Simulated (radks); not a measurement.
Values are calculated unless marked as measured or tabulated.
Task: Gd II, 63 electrons, occupied as [Xe] 4f(up 6, down 1) 5d(up 0.5, down 0.5) 6s(up 0.5, down 0.5) (fractional occupations, a model configuration). Code: a radial shooting solver on a logarithmic mesh with Libxc functionals. Model: scalar-relativistic Kohn-Sham, SCAN, spin-polarised, spherical densities, finite nucleus; meta-GGA in the generalised Kohn-Sham scheme; Fermi nuclear charge, rms radius 5.1569 fm. Some entries of the table are withheld. Estimate them.

orbital,occ.,eigenvalue (eV),<1/r> (bohr^-1)
1s up,1,-50175.76,71.64
1s down,1,-50175.76,71.64
2s up,1,-8311.965,16.64
2s down,1,-8311.881,16.64
2p up,3,-7393.378,15.52
2p down,3,-7393.317,15.52
3s up,1,-1857.923,6.112
3s down,1,-1855.627,6.118
3p up,3,-1571.287,5.737
3p down,3,-1568.921,5.744
3d up,5,-1192.985,5.435
3d down,5,-1191.061,5.441
4s up,1,-385.3123,2.567
4s down,1,-380.0061,2.564
4p up,3,-290.3384,2.362
4p down,3,-285.0061,2.359
4d up,5,-158.7488,2.082
4d down,5,-153.2771,2.077
5s up,1,-57.6833,1.003
5s down,1,-56.2728,0.9776
5p up,3,-34.5828,0.8441
5p down,3,-33.5839,0.8271
4f up,6,(1),1.535
4f down,1,(2),1.492
6s up,0.5,-9.5496,0.3520
6s down,0.5,-9.0621,0.3302
5d up,0.5,(3),0.5217
5d down,0.5,(4),0.4968

Result: 
(1) 4f up eigenvalue (eV): -17.0192
(2) 4f down eigenvalue (eV): -11.7818
(3) 5d up eigenvalue (eV): -8.6580
(4) 5d down eigenvalue (eV): -7.8291
